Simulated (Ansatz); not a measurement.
A nudged elastic band was laid between two geometries of CH7NSeSi (11 atoms, charge 0, multiplicity 1).

Level of theory: Ansatz, RKS PBE0-D4/def2-SVP.

```yaml
movable_images: 5
climbing_image: yes
spring: 2.0 to 10.0 eV/Å², energy-weighted
optimiser: quadratic models (default)
start_path: IDPP
force_threshold: 0.03 eV/Å
iteration_limit: 60
end_points: relaxed
```

First end point:

```xyz
11
Properties=species:S:1:pos:R:3
N -0.110 1.313 -0.022
C 0.591 0.688 1.062
Se 1.340 -1.041 0.469
Si -0.444 -1.494 -0.885
H 0.528 1.684 -0.723
H -0.718 2.065 0.297
H 1.449 1.246 1.483
H -0.114 0.480 1.880
H -1.737 -1.315 -0.160
H -0.456 -0.741 -2.172
H -0.266 -2.944 -1.208
```

Last end point:

```xyz
11
Properties=species:S:1:pos:R:3
N 0.536 1.756 -0.217
C 0.673 0.867 0.870
Se 1.160 -1.065 0.465
Si -0.832 -1.635 -0.457
H 1.371 1.796 -0.794
H -0.254 1.533 -0.816
H 1.499 1.171 1.528
H -0.246 0.829 1.470
H -1.948 -1.554 0.537
H -1.183 -0.725 -1.596
H -0.710 -3.031 -0.969
```

(1) What changes between the two ends?

(2) Give the energies along the band, and the barrier.

(3) What is the geometry of the highest image?

The band took 13 iterations and about 6 core-minutes.

Results:

(1) No bond is made or broken. The height of N1 over the plane of its neighbours goes from -0.35 to 0.34 Å.

(2) The run converged. The highest image is number 3 of 0 to 6, 2.1 kcal/mol above the first end and 3.2 kcal/mol above the last; the last end lies 1.1 kcal/mol below the first. Another band between the same ends (5 images) ends at a top of the same energy, where a vibrational analysis finds 1 clearly imaginary mode.

```
image  path coordinate (Å)  energy (kcal/mol)  height of N1 over the plane of its neighbours (Å)
    0                 0.00                0.0                                              -0.35
    1                 0.44                0.4                                              -0.32
    2                 0.67                1.4                                              -0.21
    3                 0.84                2.1                                              -0.05
    4                 1.09                0.4                                               0.19
    5                 1.79               -0.9                                               0.32
    6                 3.05               -1.1                                               0.34
```

(3) 
```xyz
11
Properties=species:S:1:pos:R:3
N 0.109 1.423 -0.048
C 0.739 0.744 1.002
Se 1.179 -1.207 0.638
Si -0.588 -1.511 -0.753
H 0.637 1.759 -0.838
H -0.850 1.718 0.030
H 1.718 1.163 1.281
H 0.099 0.737 1.893
H -1.864 -1.037 -0.131
H -0.440 -0.857 -2.088
H -0.672 -2.988 -0.965
```

The run took 2.9 min on 2 threads of Intel(R) Xeon(R) CPU @ 2.80GHz (Skylake/Cascade Lake), with other jobs on the host, peak memory 0.32 GiB.
